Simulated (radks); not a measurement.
The oxygen anion O- inside a hard spherical wall (all orbitals vanish at R), configuration held at [He] 2s2 2p5 and not refilled when levels cross. All-electron calculation, scalar-relativistic Kohn-Sham, PBE, spin-unpolarised, spherical densities, finite nucleus; Fermi nuclear charge, rms radius 2.6991 fm. Program: a radial shooting solver on a logarithmic mesh with Libxc functionals. Eigenvalues in eV, with the zero of energy where the potential of the charges vanishes at infinity; a dash marks a level that is unbound or too diffuse for the functional's potential to be trusted. A positive occupied level is held by the wall or, in an anion where self-interaction has pushed it up, behind a barrier. The pressure on the wall is -dE/dV.

| R (bohr) | E (hartree) | kinetic (hartree) | e(1s) | e(2s) | e(2p) | e(3s, empty) | e(3p, empty) | pressure (GPa) |
|---|---|---|---|---|---|---|---|---|
| 20 | -75.11728 | 74.992 | -502.63 | -12.875 | 1.593 | 2.245 | 2.452 | 0.000155 |
| 12 | -75.11664 | 74.994 | -502.42 | -12.681 | 1.775 | 3.897 | 4.658 | 0.00414 |
| 10 | -75.11574 | 74.997 | -502.26 | -12.539 | 1.908 | 4.810 | 5.973 | 0.0175 |
| 6 | -75.09773 | 75.065 | -500.80 | -11.354 | 3.068 | 10.230 | 13.449 | 1.05 |
| 5 | -75.06912 | 75.172 | -499.36 | -10.298 | 4.164 | 14.573 | 18.855 | 4.43 |
| 4 | -74.97478 | 75.520 | -495.99 | -8.017 | 6.660 | 23.949 | 29.506 | 25.1 |
| 3.5 | -74.84781 | 75.976 | -492.53 | -5.784 | 9.187 | 33.150 | 39.215 | 69.6 |
| 3 | -74.56468 | 76.942 | -486.43 | -1.875 | 13.653 | 49.123 | 55.159 | 220 |
